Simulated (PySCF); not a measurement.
Ionisation energy of Er⁶⁰⁺ by level of theory

Er⁶⁰⁺ [He] 2s2 2p4 [2p1/2^2 2p3/2^2, M_J = 2] → Er⁶¹⁺ [He] 2s2 2p3 [2p1/2^2 2p3/2^1, M_J = 3/2], as a difference of total energies. All numbers are calculated (PySCF 2.14, the two-component X2C-1e Hamiltonian, in an uncontracted even-tempered set (17 s from 42 bohr⁻², ratio 2.4; 13 p from 55 bohr⁻², ratio 2.4; 5 d from 190 bohr⁻², ratio 2.6; 4 f from 280 bohr⁻², ratio 2.6)). Correlated levels: nothing frozen; the 30 highest virtual spinors dropped. "Screened" scales the spin-orbit matrix elements by Boettger's factors to mimic the two-electron term; Breit and QED terms are absent.

| method | ionisation energy (eV) |
| --- | --- |
| GHF (spin-free) | 13804.5 |
| GMP2 (spin-free) | 13806.3 |
| GHF (screened spin-orbit) | 13559.5 |
| GMP2 (screened spin-orbit) | 13559.6 |

For this ion Breit and QED terms and the two-electron picture change, all absent here, outweigh the correlation shift from GHF to GMP2.

The spin-free rows relax to the high-spin LS determinant and lack the spin-orbit shift.

The labels give the starting determinants; with spin-orbit coupling the two ends relaxed to ⟨J²⟩ = 6.00, ⟨L²⟩ = 3.28, ⟨S²⟩ = 1.38 and ⟨J²⟩ = 3.75, ⟨L²⟩ = 2.58, ⟨S²⟩ = 1.47.

For comparison: 13548 ± 10 eV (theoretical estimate listed by NIST; NIST Atomic Spectra Database, ionization energies).
